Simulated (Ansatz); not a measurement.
Gas-phase electronic energies from Ansatz, PBE0-D4/def2-TZVP geometries. CCSD(T)/CBS is the MP2 limit (def2-TZVPP, def2-QZVPP) plus CCSD(T) − MP2 in def2-TZVPP, frozen cores. This one scheme is used for every species. Functionals use def2-TZVPP. B3LYP here is the variant with VWN-RPA as its local correlation; programs differ in this. For Ge outer-core shells are correlated without core-valence functions, which leaves a few kJ/mol of doubt a bond. Scalar relativity is left out up to krypton. Each species was taken in one conformer, which may not be the lowest.

Reaction (cleavage of the Ge–Si bond): `F[SiH2][GeH]([F])[Cl]` + NH₃ → `[NH2][GeH]([F])[Cl]` + `F[SiH3]`

```csv
level,ΔE (kJ/mol),difference from CCSD(T)/CBS
r2SCAN-D4,-16.7,6.4
PBE0-D4,-11.1,12.0
B3LYP-D4,-14.9,8.2
ωB97M-V,-23.1,0.0
B2PLYP,-25.1,-2.0
PBE,-6.0,17.1
PBE0,-13.0,10.1
B3LYP,-17.9,5.2
SCS-MP2/def2-TZVPP,-35.2,-12.1
CCSD/def2-TZVPP,-29.3,-6.2
CCSD(T)/def2-TZVPP,-28.2,-5.1
HF/def2-QZVPP,-39.1,-16.0
SCS-MP2/def2-QZVPP,-32.6,-9.5
HF/CBS(def2),-39.1,-16.0
MP2/CBS(def2),-28.7,-5.6
CCSD/CBS(def2),-24.2,-1.1
CCSD(T)/CBS,-23.1,0
```

Largest T1 diagnostic among the species: 0.012.

The D4 term adds +3.0 kJ/mol with B3LYP and +1.9 kJ/mol with PBE0; it sums over pairs of atoms, weighted by their polarisabilities, and B3LYP, whose exchange is more repulsive, gets the larger term. From PBE to PBE0 (25 % exact exchange), in def2-TZVPP and without D4, ΔE moves by −7.1 kJ/mol. In def2-TZVPP, CCSD(T) changes the Hartree–Fock value by +11.4 kJ/mol (the triples alone add +1.1 kJ/mol) and MP2 by +5.8 kJ/mol.
